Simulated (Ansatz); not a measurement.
Spectroscopic constants of TeAs, multiplicity 4 (an upper state: multiplicity 2 came lower at CCSD(T)/def2-TZVPP on PBE0 minima). No spin–orbit coupling. As is treated without relativity.

Constants: fifth-degree fit in 1/R to seven points, most abundant isotopes. Runs in def2 and cc sets follow the lowest solution found near the PBE0 minimum.

Codes used: Ansatz (Gaussian basis) for Hartree–Fock, density functionals and correlated methods.  In def2 rows elements past Kr take small-core potentials, without spin–orbit coupling.

| level | r_e (Å) | ω_e (cm⁻¹) | α_e (cm⁻¹) | B_e (cm⁻¹) | dipole (D) |
|---|---|---|---|---|---|
| PBE/def2-TZVPP | 2.605 | 229 | 0.00017 | 0.0523 | 0.37 |
| PBE0/def2-TZVPP | 2.578 | 239 | 0.00016 | 0.0534 | 0.21 |
| wB97X-V/def2-TZVPP | 2.562 | 247 | 0.00016 | 0.0540 | 0.10 |
| CCSD/def2-TZVPP | 2.586 | 234 | 0.00018 | 0.0531 | - |
| CCSD(T)/def2-TZVPP | 2.593 | 229 | 0.00018 | 0.0528 | - |

Correlated levels freeze the inner cores; with def2 sets outer-core shells near the valence are correlated too.

Ansatz is a first-principles code.
